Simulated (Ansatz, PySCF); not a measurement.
This PySCF input computes a r2SCAN/def2-TZVPD energy:

```python
from pyscf import gto, scf, dft

mol = gto.M(
    atom='''
    C    -1.07726718    0.31070560   -0.28901821
    S     0.51175678   -0.09098563    0.09072573
    H    -1.72450539   -0.40846356    0.28249763
    ''',
    basis='def2-tzvpd',
    charge=-1,
    spin=0,
    verbose=4,
)

mf = dft.RKS(mol, xc='r2scan').density_fit(auxbasis='def2-universal-jkfit')
mf.grids.level = 4
mf.conv_tol = 1e-9
mf.max_cycle = 100
mf.max_memory = 1500
mf.kernel()
if not mf.converged:
    mf = mf.newton()
    mf.kernel(mf.make_rdm1())
mf.analyze()
```

**Question.** Write an input for the same energy in Ansatz (a quantum-chemistry and plane-wave program) and say what it gives.

**Answer.** 
Ansatz 0.2 input:
```yaml
crystal:
  periodic: [false, false, false]
  atoms:
    - {symbol: C, position_ang: [-1.07726718, 0.31070560, -0.28901821]}
    - {symbol: S, position_ang: [0.51175678, -0.09098563, 0.09072573]}
    - {symbol: H, position_ang: [-1.72450539, -0.40846356, 0.28249763]}
basis:
  gaussian:
    orbitals: def2-TZVPD
hamiltonian:
  xc: {name: r2SCAN}
total_charge: -1
output: {forces: true}
```
It gives -436.80816 Eh, and PySCF -436.80820 Eh, a difference of 0.04 mEh, from the treatment of integrals and grids.

It need not be the lowest isomer of its formula. Whether it binds its extra electron was not tested at this geometry.
